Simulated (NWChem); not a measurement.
BF

```xyz
2

B      0.0000     0.0000    -0.8194
F      0.0000     0.0000     0.4552
```
Atoms are numbered in this order, from 1.

All runs: NWChem. Pople sets run with spherical d functions. The geometry was optimised at PBE-D3(BJ)/def2-SVP. Level PBE/6-31G*: energy and gradient; each run changes one setting, and changes count from the defaults (medium grid, exact Coulomb integrals, symmetry on).

### Question
Which setting moves the energy most, and by about how much (Becke weights; Coulomb fitting, Weigend set; symmetry off; extra-fine grid; Coulomb fitting, Ahlrichs set; defaults)?

### Answer
Coulomb fitting, Ahlrichs set, by about 100 μHa.
```csv
setting,size of the energy change (μHa),largest change of a gradient component (μHa/bohr)
defaults,< 10,< 30
"Coulomb fitting, Ahlrichs set",100,70
Becke weights,10,200
"Coulomb fitting, Weigend set",30,< 30
symmetry off,< 10,other frame
extra-fine grid,< 10,< 30
```
